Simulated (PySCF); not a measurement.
C2H5Cl2Si, doublet, at a GFN2-xTB geometry; B3LYP/3-21G (PySCF).

PySCF was given this input:
```python
from pyscf import gto, scf, dft

mol = gto.Mole()
mol.atom = '''
    C    -1.30812215   -1.52127764   -0.54406338
    Si    0.01262226   -0.32473758   -0.06082586
    C     1.73881233   -1.12320320    0.11087430
    Cl   -0.46846581    0.51463813    1.72890142
    Cl    0.13777144    1.13737520   -1.46996919
    H    -1.54162794   -1.73775962   -1.57106094
    H    -1.87363874   -2.07880668    0.18082678
    H     1.73631846   -1.90049328    0.86868372
    H     2.48251296   -0.38326933    0.39586340
    H     2.05738669   -1.57068661   -0.82546441
'''
mol.basis = '3-21g'
mol.spin = 1
mol.verbose = 4
mol.build()

mf = dft.UKS(mol)
mf.xc = 'b3lyp'
mf.conv_tol = 1e-4
mf.kernel()
```

**Question.** What does PySCF print? Leave out banner, timings and long lists.

**Answer.** 
```
PySCF version 2.14.0

[INPUT] verbose = 4
[INPUT] num. atoms = 10
[INPUT] num. electrons = 65
[INPUT] charge = 0
[INPUT] spin (= nelec alpha-beta = 2S) = 1
[INPUT] symmetry False subgroup None
[INPUT] Mole.unit = angstrom
[INPUT] Symbol           X                Y                Z      unit          X                Y                Z       unit  Magmom
[INPUT]  1 C     -1.308122150000  -1.521277640000  -0.544063380000 AA   -2.471992600977  -2.874798099025  -1.028130782605 Bohr   0.0
[INPUT]  2 Si     0.012622260000  -0.324737580000  -0.060825860000 AA    0.023852614473  -0.613665088554  -0.114944216691 Bohr   0.0
[INPUT]  3 C      1.738812330000  -1.123203200000   0.110874300000 AA    3.285879085717  -2.122546430235   0.209522061253 Bohr   0.0
[INPUT]  4 Cl    -0.468465810000   0.514638130000   1.728901420000 AA   -0.885272079623   0.972525118958   3.267150180172 Bohr   0.0
[INPUT]  5 Cl     0.137771440000   1.137375200000  -1.469969190000 AA    0.260350289387   2.149327628872  -2.777839180649 Bohr   0.0
[INPUT]  6 H     -1.541627940000  -1.737759620000  -1.571060940000 AA   -2.913254592577  -3.283889752128  -2.968874901602 Bohr   0.0
[INPUT]  7 H     -1.873638740000  -2.078806680000   0.180826780000 AA   -3.540664074975  -3.928375291116   0.341713090187 Bohr   0.0
[INPUT]  8 H      1.736318460000  -1.900493280000   0.868683720000 AA    3.281166354427  -3.591411800776   1.641574319668 Bohr   0.0
[INPUT]  9 H      2.482512960000  -0.383269330000   0.395863400000 AA    4.691269595083  -0.724274065646   0.748073408739 Bohr   0.0
[INPUT] 10 H      2.057386690000  -1.570686610000  -0.825464410000 AA    3.887897376425  -2.968167520422  -1.559901660476 Bohr   0.0

nuclear repulsion = 351.64650239852
number of shells = 41
number of NR pGTOs = 126
number of NR cGTOs = 67
basis = 3-21g
ecp = {}

******** <class 'pyscf.dft.uks.UKS'> ********
method = UKS
initial guess = minao
damping factor = 0
level_shift factor = 0
DIIS = <class 'pyscf.scf.diis.CDIIS'>
diis_start_cycle = 1
diis_space = 8
diis_damp = 0
SCF conv_tol = 0.0001
SCF conv_tol_grad = None
SCF max_cycles = 50
direct_scf = True
direct_scf_tol = 1e-13
number electrons alpha = 33  beta = 32
XC library pyscf.dft.libxc version 7.1.2
    S. Lehtola, C. Steigemann, M. J. T. Oliveira, and M. A. L. Marques,  SoftwareX 7, 1–5 (2018)
XC functionals = b3lyp
    P. J. Stephens, F. J. Devlin, C. F. Chabalowski, and M. J. Frisch,  J. Phys. Chem. 98, 11623 (1994)
radial grids:
    Treutler-Ahlrichs [JCP 102, 346 (1995); DOI:10.1063/1.469408] (M4) radial grids

becke partition: Becke, JCP 88, 2547 (1988); DOI:10.1063/1.454033
pruning grids: <function nwchem_prune>
grids dens level: 3
symmetrized grids: False
atomic radii adjust function: <function treutler_atomic_radii_adjust>
small_rho_cutoff = 0
Set gradient conv threshold to 0.01
tot grids = 134216
init E= -1282.34788733923

cycle= 1 E= -1282.73466843337  delta_E= -0.387  |g|= 0.321  |ddm|= 2.09
cycle= 2 E= -1282.73082238671  delta_E= 0.00385  |g|= 0.342  |ddm|= 0.903
cycle= 3 E= -1282.79992943572  delta_E= -0.0691  |g|= 0.0175  |ddm|= 0.463
cycle= 4 E= -1282.80007753608  delta_E= -0.000148  |g|= 0.0113  |ddm|= 0.0395
cycle= 5 E= -1282.80015585457  delta_E= -7.83e-05  |g|= 0.00154  |ddm|= 0.0145
Extra cycle  E= -1282.80015839529  delta_E= -2.54e-06  |g|= 0.00107  |ddm|= 0.00403
converged SCF energy = -1282.80015839529  <S^2> = 0.75295663  2S+1 = 2.0029545
```
